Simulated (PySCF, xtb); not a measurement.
Si(F)2(H)(SeH) (F2H2SeSi), SMILES F[SiH](F)[SeH]. Atoms are numbered in the order given.

```xyz
6

Si    -0.8437     0.4464     0.4037
F     -1.9800    -0.6227    -0.0100
F     -1.0921     1.7808    -0.4719
Se     1.1348    -0.5328    -0.1051
H     -1.0043     0.8208     1.8221
H      1.8825     0.6215     0.4351
```

Geometry optimised at B3LYP-D3(BJ)/def2-SVP. The values are those of a single conformer.

These are IEF-PCM-M06-2X/def2-SVP run with PySCF values and carry that method's errors.

The values are the electrostatic part of the solvation free energy, E(continuum) − E(gas) at the gas-phase geometry, in a cavity of scaled van der Waals radii (PySCF's table); cavitation and dispersion terms are not included. In vacuum the orbital gap is 9.40 eV. The dipole moment in vacuum is 1.99 D.

Computed values in water (ε = 78.36), methanol (ε = 32.61), chloroform (ε = 4.71):
```csv
solvent,ε,ΔG(elec) (kcal/mol),dipole (D),gap (eV)
water,78.36,-3.7,2.57,9.62
methanol,32.61,-3.6,2.56,9.61
chloroform,4.71,-2.6,2.39,9.55
```

For comparison, GFN2-xTB/ALPB(water) (xtb, at the GFN2-xTB geometry, all terms of that model) gives -0.3 kcal/mol.
